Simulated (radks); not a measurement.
The mean radii <r> (bohr) of the occupied orbitals of an atom or ion are listed with their occupations. Calculated with a radial shooting solver on a logarithmic mesh with Libxc functionals: scalar-relativistic Kohn-Sham, LB94 model potential, spin-polarised, spherical densities, finite nucleus; Fermi nuclear charge, rms radius of each element as measured or else 0.836 A^(1/3) + 0.57 fm.

| orbital | occ. | <r> |
|---|---|---|
| 1s up | 1 | 0.01650 |
| 1s down | 1 | 0.01652 |
| 2s up | 1 | 0.06694 |

Name the element and its charge. Open shells, if any, are filled with parallel spins first.

Answer. Z = 80, mercury, charge +77: Hg77+ in [He] 2s1. The 1s radius gives Z: for a bare nucleus <r> = (2 gamma + 1)/(2Z) with gamma = sqrt(1 - (Z/c)^2), 0.0164 bohr for Z = 80, and screening makes it slightly larger (0.01650 here). The occupations add up to 3, and the charge is Z minus that.
